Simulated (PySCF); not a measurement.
# 15N chemical shifts

[PySCF 2.14.0 with density-fitted response routines: geometry from GFN2-xTB; σ from GIAO-PBE0/pcSseg-1; isolated molecule; averaged over atoms made equivalent by symmetry, fast rotation or ring inversion; one conformer; relativity neglected]

Shieldings were converted by a linear fit to measured shifts: 15N: δ = -148.07 − 0.921σ (rms 6.3 ppm, 71 shifts vs CH3NO2, solution or neat liquid). Occasional misses reach two or three times the rms, and more in compound classes unlike the fitted ones.

Problem. Give the 15N shifts of `CC=P1(N(C)C)C=C1`, `N[Si]([SiH3])([SiH3])[SiH2]P`, `C=C[P@@]1(=N)CC[C@H]1C`, `[SiH3][C@H]1CCCNN1[SiH3]`.

Solution. 
```csv
compound,environment,δ (ppm)
CC=P1(N(C)C)C=C1,"nitrogen bonded to 2 C, P",-353.3
N[Si]([SiH3])([SiH3])[SiH2]P,"nitrogen bonded to Si, 2 H",-398.0
C=C[P@@]1(=N)CC[C@H]1C,"nitrogen bonded to P, H",-334.9
[SiH3:1][C@H:2]1[CH2:3][CH2:4][CH2:5][NH:6][N:7]1[SiH3:8],N6: nitrogen bonded to O or N,-292.3
[SiH3:1][C@H:2]1[CH2:3][CH2:4][CH2:5][NH:6][N:7]1[SiH3:8],N7: nitrogen bonded to O or N,-321.5
```
